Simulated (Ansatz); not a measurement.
2,2-difluoro-1-silylethanone (C2H4F2OSi), SMILES O=C([SiH3])C(F)F.

Coordinates come from a B3LYP-D3(BJ)/def2-SVP optimisation. The values are those of a single conformer.

Two levels are set side by side: PBE/def2-SVPD (Ansatz, an electronic-structure program) and CAM-B3LYP/def2-SVPD (Ansatz). Energy differences of separate SCF runs at the same geometry; the states with an electron removed or added have multiplicity 2 and 2. Differences are taken from unrounded values.

```csv
quantity,CAM-B3LYP
vertical ionisation energy (eV),10.12
vertical singlet–triplet gap (eV),2.72
```

What does PBE give, and how far is it from CAM-B3LYP? (Estimate from the structure and the level; the computed values follow.)


```csv
quantity,PBE,PBE minus CAM-B3LYP
vertical ionisation energy (eV),9.60,-0.51
vertical singlet–triplet gap (eV),2.57,-0.15
```
